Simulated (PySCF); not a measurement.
Lowest empty level (eV) of eight silicon and germanium compounds: PBE beside HF, computed with PySCF for isolated molecules in the bases named; differences from unrounded values. The eight are the first of their class met in an unordered collection, after screening for sound electronic states; none was chosen by its value. Each molecule has one DFT geometry for both levels.

```csv
molecule,basis,HF,PBE,difference
"C3H5ClSi, SMILES C#C[Si@@H](C)Cl",def2-TZVP,3.02,-1.52,-4.54
"CH7F2NSi2, SMILES N[SiH2][Si](F)(F)C",def2-TZVP,2.63,-1.26,-3.89
"dihydroxy(hydroxysilyl)silane (H6O3Si2), SMILES O[SiH2][SiH](O)O",def2-TZVP,2.49,-1.45,-3.94
"C2H6OSi2, SMILES C1=C[Si@@H](O)[SiH2]1",def2-TZVP,2.72,-1.92,-4.63
"Ge(F)2(Me)2 (C2H6F2Ge), SMILES [CH3][Ge]([CH3])([F])[F]",def2-TZVP,3.16,-0.36,-3.52
"CH5FO2Si2, SMILES O1[Si@H](OC[SiH2]1)F",def2-TZVP,2.75,-1.19,-3.94
"C2H5ClOSi2, SMILES C([SiH2]Cl)#C[SiH2]O",def2-TZVP,2.05,-2.27,-4.32
"C3H8OSi2, SMILES [SiH3][C@H]1OC=C[SiH2]1",def2-TZVP,3.05,-0.99,-4.04
```

PBE lies below HF in 8 and above it in 0 of the eight; the mean signed difference is -4.10 and the largest -4.63 eV.
